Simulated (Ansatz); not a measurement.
CH10N2Si2, singlet, at a GFN2-xTB geometry, atoms displaced at random by about 0.03 Å a coordinate; PBE/STO-3G, gradient run with Ansatz (a program for electronic structure).

Ansatz was given this input:
Ansatz 0.2 input:
```yaml
crystal:
  periodic: [false, false, false]
  atoms:
    - {symbol: Si, position_ang: [1.61903585, -0.46715812, -0.08773089]}
    - {symbol: N, position_ang: [2.93166933, 0.55863811, 0.11127075]}
    - {symbol: C, position_ang: [0.02136159, 0.54832705, 0.00200173]}
    - {symbol: Si, position_ang: [-1.62678891, -0.39056695, 0.06020435]}
    - {symbol: N, position_ang: [-3.03507782, 0.50122119, 0.24139480]}
    - {symbol: H, position_ang: [1.78406896, -1.44248739, 0.98871377]}
    - {symbol: H, position_ang: [1.54512677, -1.21570484, -1.36028611]}
    - {symbol: H, position_ang: [3.86848336, 0.27204357, 0.04974532]}
    - {symbol: H, position_ang: [2.93402642, 1.50555493, -0.45667333]}
    - {symbol: H, position_ang: [0.00846782, 1.29345831, -0.78365427]}
    - {symbol: H, position_ang: [0.06240508, 1.13103938, 0.87174492]}
    - {symbol: H, position_ang: [-1.56468740, -1.36132844, 1.14473397]}
    - {symbol: H, position_ang: [-1.75254230, -1.06047559, -1.31133197]}
    - {symbol: H, position_ang: [-3.32025179, 1.15450950, -0.53071234]}
    - {symbol: H, position_ang: [-3.14173832, 0.91569715, 1.15862865]}
basis:
  gaussian:
    orbitals: STO-3G
hamiltonian:
  xc: pbe
output: {forces: true}
```

Question: What does Ansatz print? Leave out banner, timings and long lists.

Answer: 
```
Functional definition: PBE
538 factors; integrals over basis functions are off by at most 3.6e-5 eV
mean field evaluation 1: about -19682.1017 eV, gradient 3.6e1 eV
mean field evaluation 2: about -19680.5509 eV, gradient 4.3e1 eV
mean field evaluation 4: about -19685.9494 eV, gradient 1.4e0 eV
mean field evaluation 8: about -19685.8604 eV, gradient 2.4e-2 eV
mean field -19685.86044121 eV, -723.4420276591 hartree, gradient 3.7e-5 eV, S^2 0.000000; 0 other end points of the search recorded, 0 dependent functions left out
the calculation of the forces begins
reference -19685.86047099 eV, -723.4420287534 hartree; 29, 29 occupied and 14, 14 virtual orbitals, 538 factors
Total energy: -19685.86047099 eV, -723.4420287534 hartree
Atom 0 at     1.619036    -0.467158    -0.087731 Å, force    -2.023005    -1.573833    -0.492563 eV/Å
Atom 1 at     2.931669     0.558638     0.111271 Å, force    -1.169566     5.369428    -1.033567 eV/Å
Atom 2 at     0.021362     0.548327     0.002002 Å, force     0.047321    -1.422382    -0.675764 eV/Å
Atom 3 at    -1.626789    -0.390567     0.060204 Å, force     2.106429    -2.176528    -2.554962 eV/Å
Atom 4 at    -3.035078     0.501221     0.241395 Å, force    -1.518211     0.422576    -1.120411 eV/Å
Atom 5 at     1.784069    -1.442487     0.988714 Å, force    -0.278270    -0.096663    -0.108935 eV/Å
Atom 6 at     1.545127    -1.215705    -1.360286 Å, force     0.139019     0.019517     0.159067 eV/Å
Atom 7 at     3.868483     0.272044     0.049745 Å, force     3.279307    -1.684006     0.017607 eV/Å
Atom 8 at     2.934026     1.505555    -0.456673 Å, force    -0.386383    -1.936058     1.167075 eV/Å
Atom 9 at     0.008468     1.293458    -0.783654 Å, force    -0.009701     0.249086    -0.939982 eV/Å
Atom 10 at     0.062405     1.131039     0.871745 Å, force     0.239036     1.285821     2.277806 eV/Å
Atom 11 at    -1.564687    -1.361328     1.144734 Å, force    -0.022938     0.007815     0.032665 eV/Å
Atom 12 at    -1.752542    -1.060476    -1.311332 Å, force     0.116916     0.465424     1.447669 eV/Å
Atom 13 at    -3.320252     1.154510    -0.530712 Å, force     0.085363    -0.049661     0.562100 eV/Å
Atom 14 at    -3.141738     0.915697     1.158629 Å, force    -0.605316     1.119464     1.262195 eV/Å
Dipole moment:     0.118974     0.345402    -0.110508 e Å
```
